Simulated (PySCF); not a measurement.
Simulated outer-valence photoelectron spectrum of `N(CC)B` (C2H8BN). Computed with EOM-IP-CCSD/aug-cc-pVDZ in PySCF, restricted Hartree–Fock reference, 4 core orbitals frozen, non-relativistic, gas phase, PBE0-D3(BJ)/def2-SVP geometry.

Each root has a Gaussian of 0.5 eV full width with its one-hole share as area; cross sections and vibrations are left out, and the highest printed point is 100.

(ionisation energy (eV), intensity): (9.4, 1), (9.6, 12), (9.8, 44), (10.0, 64), (10.2, 38), (10.4, 10), (10.6, 1), (10.8, 0), (11.0, 1), (11.2, 7), (11.4, 33), (11.6, 63), (11.8, 49), (12.0, 19), (12.2, 21), (12.4, 53), (12.6, 63), (12.8, 38), (13.0, 44), (13.2, 83), (13.4, 100), (13.6, 76), (13.8, 31), (14.0, 8), (14.2, 14), (14.4, 46), (14.6, 65), (14.8, 48), (15.0, 52), (15.2, 65), (15.4, 38), (15.6, 10), (15.8, 6), (16.0, 27), (16.2, 59), (16.4, 54), (16.6, 20), (16.8, 3), (17.0, 0)

**Question.** Where are the maxima, and how many lines lie under the curve?

**Answer.** 7 maxima, at 10.0, 11.6, 12.5, 13.4, 14.6, 15.2 and 16.3 eV, from 8 lines. At this width some lines have no maximum of their own.

**Question.** List the lines with their holes.

**Answer.** 
```csv
E (eV),leading hole (HF orbital),area,Koopmans (eV)
9.99,HOMO,0.95,10.89
11.64,HOMO-1,0.96,12.35
12.54,HOMO-2,0.96,13.35
13.23,HOMO-3,0.96,14.14
13.53,HOMO-4,0.95,14.61
14.57,HOMO-5,0.94,15.71
15.18,HOMO-6,0.95,16.26
16.28,HOMO-7,0.94,17.63
```

The widest gap, 1.65 eV, lies between 9.99 and 11.64 eV. Only orbitals with −ε under 21 eV, eight at most, were ionised, so the high end of the curve may lack lines.

The values belong to the conformer `[BH2:1][NH:2][CH2:3][CH3:4]`: B1–N2–C3–C4 118°.
